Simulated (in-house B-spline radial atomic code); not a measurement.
A calculation on the tantalum ion Ta⁶⁺: its settings, and results tabulated from the run. Level of theory: scalar-relativistic (X2C) PBE, spin-polarised, spherical fractional occupations, Fermi nucleus of rms radius 5.3507 fm; calculated with an all-electron radial atomic-structure program (B-spline basis).

Command:
```bash
python run_scf.py task.json out
```
Settings (nuclear radius in fm, mass in u):
```
Z                73
configuration    [Xe] 4f13
hamiltonian      x2c
method           pbe,pbe
spin_polarised   True
nucleus          fermi
rms_radius       5.3507
atomic_mass      180.948
speed_of_light   137.035999084
```

Output (hartree, bohr):
```
 radial grid: 67 intervals, B-splines of order 8, outer radius 21.6418 bohr

 iter        energy (Eh)    residual
    1      -15585.534648    6.19e-01
    2      -15584.416956    8.24e-01
    3      -15596.889037    1.30e-01
    4      -15597.053468    3.74e-02
    5      -15597.057361    2.40e-02
    6      -15597.070618    9.14e-03
    7      -15597.071721    3.29e-04
    8      -15597.071723    2.61e-05
    9      -15597.071723    6.95e-07

 total energy                    -15597.07172
 kinetic                           17518.8916
 electron-nucleus                 -38711.8524
 Hartree                            5913.6876
 exchange-correlation               -317.7986

 orbital      occ     eigenvalue          <r>       <r^2>       <1/r>       r_max
 1s up      1.000     -2470.6153    0.0178697 0.000447034     93.5013     0.01074
 1s down    1.000     -2470.6153    0.0178697 0.000447034     93.5013     0.01074
 2s up      1.000      -427.0714    0.0781767  0.00729042     21.8077      0.0667
 2s down    1.000      -427.0707    0.0781764  0.00729036     21.8078      0.0667
 2p up      3.000      -375.8781    0.0700177  0.00600572     18.3883     0.05419
 2p down    3.000      -375.8776    0.0700174  0.00600566     18.3883     0.05419
 3s up      1.000      -100.3272      0.20435   0.0478811     7.84673      0.1889
 3s down    1.000      -100.3057     0.204325   0.0478693     7.84802      0.1888
 3p up      3.000       -85.0156     0.204158   0.0484281     6.93374      0.1863
 3p down    3.000       -84.9942     0.204127   0.0484136     6.93492      0.1863
 3d up      5.000       -66.5699     0.185612   0.0403963     6.46834      0.1519
 3d down    5.000       -66.5535     0.185576   0.0403795     6.46939      0.1519
 4s up      1.000       -22.9669     0.458156    0.237186     3.25778      0.4292
 4s down    1.000       -22.9269     0.458207     0.23724     3.25713      0.4292
 4p up      3.000       -17.9066     0.485774    0.268603     2.88718      0.4489
 4p down    3.000       -17.8677      0.48586    0.268703     2.88645      0.4489
 4d up      5.000       -11.2844      0.52065    0.314129     2.54752      0.4611
 4d down    5.000       -11.2466     0.520868    0.314422     2.54639      0.4612
 5s up      1.000        -5.5387      1.06255     1.26305      1.2808      0.9739
 5s down    1.000        -5.5231      1.06417     1.26687      1.2782       0.975
 5p up      3.000        -4.2195      1.20471     1.62949      1.0937       1.088
 5p down    3.000        -4.2081      1.20684     1.63517     1.09121        1.09
 4f up      7.000        -4.0025      0.60953     0.46021     2.05954      0.4376
 4f down    6.000        -3.9665     0.611304    0.463399     2.05567      0.4379
```

Time taken, with all properties: 0.54 s on 1 thread of Arm Neoverse N1, on a shared host.

One-electron X2C: radii and densities carry no picture-change correction, so inner-shell <1/r> comes out high (for 1s by about 2 % at Z = 33, 5 % at 54, 10 % at 75, 30 % at 118) and <r> low.
